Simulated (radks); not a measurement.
Results of a calculation; reference values are marked as such.
Question: Orbital eigenvalues (eV) of the aluminium ion Al3+, [Ne], of relativity; Dirac values are averaged over j with weights 2j + 1. Spin-unpolarised spherical Kohn-Sham, PBE, point nucleus unless stated (finite: rms radius 3.061 fm), a radial shooting solver on a logarithmic mesh with Libxc functionals. A level marked "c x" has the speed of light scaled by that factor and shares open shells by 2j + 1; other Dirac levels either fill j = l - 1/2 first or share by 2j + 1.

| shell | non-rel. |
|---|---|
| 1s | -1543.3 |
| 2s | -142.15 |
| 2p | -104.13 |

Give the values at the level "Dirac, low j first".

Answer: 
shell  Dirac, low j first  change of magnitude (%)
1s                -1546.7                    +0.22
2s                -142.63                    +0.34
2p                -104.13                    -0.01
